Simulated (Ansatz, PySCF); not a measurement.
C₂H₃ClFNSi, SMILES C#C[Si@@](N)(F)Cl. Atoms are numbered in the order given.

```xyz
9

C      2.6380     0.1408    -1.1550
C      1.4925     0.0338    -0.7610
Si    -0.2200    -0.1187    -0.1712
N     -1.2795     0.5966    -1.2847
F     -0.4909    -1.6993     0.0810
Cl    -0.4822     0.7709     1.6675
H      3.6519     0.2359    -1.5002
H     -2.2345     0.8425    -1.0482
H     -1.1178     0.5373    -2.2843
```

Coordinates come from a B3LYP-D3(BJ)/def2-SVP optimisation. The structure was generated by enumeration; whether it is a known compound was not checked. Other conformers were not sampled.

Two levels are set side by side: PBE-D3(BJ)/def2-SVP (Ansatz, a first-principles code) and B3LYP-D3(BJ)/def2-SVP (Ansatz). Each level has its own optimised geometry; the coordinates shown are those of the second. Frequencies come from the Hessian of PySCF at each geometry. Differences are taken from unrounded values.

```tsv
quantity	B3LYP-D3(BJ)	PBE-D3(BJ)	PBE-D3(BJ) minus B3LYP-D3(BJ)
mean bond length (Å)	1.439	1.448	0.008
bond C1–C2 (Å)	1.216	1.228	0.012
bond C2–Si3 (Å)	1.818	1.822	0.004
bond Si3–N4 (Å)	1.695	1.706	0.011
bond Si3–F5 (Å)	1.623	1.636	0.013
bond Si3–Cl6 (Å)	2.059	2.064	0.005
bond C1–H7 (Å)	1.075	1.083	0.008
bond N4–H8 (Å)	1.014	1.021	0.007
bond N4–H9 (Å)	1.014	1.022	0.007
highest harmonic wavenumber (cm⁻¹)	3688	3615	-73
mean harmonic wavenumber (cm⁻¹)	1049	1021	-28
zero-point energy (kcal/mol)	31.48	30.65	-0.83
```

Exact exchange shortens and stiffens bonds; PBE has none. Differences between two approximate levels are no errors against the true value.
